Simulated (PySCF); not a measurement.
PySCF job for N-(methylaminosilyl)ethanamine (C3H12N2Si), SMILES CCN[SiH2]NC, PBE/pcSseg-1. Geometry optimised at r2SCAN-D4/def2-SVP. One conformer was computed; it need not be the lowest.

```python
import numpy as np
from pyscf import gto, scf, dft
from pyscf.prop.nmr import rks as nmr

mol = gto.M(
    atom='''
    C    -3.15512621    0.30030115    0.43292700
    C    -2.14726651    0.20545018   -0.70688871
    N    -0.79968725    0.54724262   -0.28902363
    Si    0.65012421   -0.34644654   -0.57596161
    N     1.66840782   -0.16267551    0.80777173
    C     3.11606171   -0.16248044    0.82347249
    H    -3.19474955    1.32505153    0.83956402
    H    -4.17001022    0.03765251    0.09293434
    H    -2.87459162   -0.37560732    1.25624184
    H    -2.48771358    0.84123334   -1.55038607
    H    -2.12950544   -0.82627775   -1.09892477
    H    -0.70969194    1.50130822    0.05345245
    H     0.14175632   -1.72036871   -0.91268203
    H     1.53843054    0.08634120   -1.70810759
    H     1.24735223   -0.31732431    1.72029546
    H     3.51752347    0.59766099    1.51809834
    H     3.49512608    0.08634668   -0.18050432
    H     3.56127677   -1.13735970    1.10517936
    ''',
    basis='pcSseg-1',
    charge=0,
    spin=0,
    max_memory=1600,
    verbose=3,
)
mf = dft.RKS(mol, xc='pbe').density_fit(auxbasis='def2-universal-jkfit')
mf.grids.level = 3
mf.conv_tol = 1e-10
mf.max_cycle = 100
mf.kernel()
n = nmr.NMR(mf)
n.verbose = 2
n.max_cycle_cphf = 60
sigma = n.kernel()
print('atom   isotropic/ppm   span/ppm')
for i, s in enumerate(sigma):
    w = np.linalg.eigvalsh((s + s.T) / 2)
    print(f'{mol.atom_symbol(i):2s}{i + 1:3d} {w.mean():14.3f} {w[2] - w[0]:11.3f}')
```

Output:

```
converged SCF energy = -520.076598522647
atom   isotropic/ppm   span/ppm
C   1        156.694      43.013
C   2        137.905      49.604
N   3        204.709      63.021
Si  4        364.495      97.332
N   5        227.996      77.470
C   6        148.257      60.570
H   7         30.247       7.953
H   8         30.089      10.771
H   9         30.167       7.617
H  10         28.100      12.568
H  11         28.328       8.832
H  12         31.078      14.883
H  13         26.094       7.250
H  14         26.087       7.572
H  15         31.305      17.638
H  16         28.411      12.263
H  17         28.477       8.732
H  18         28.430      12.796
```

Self-consistency was reached.
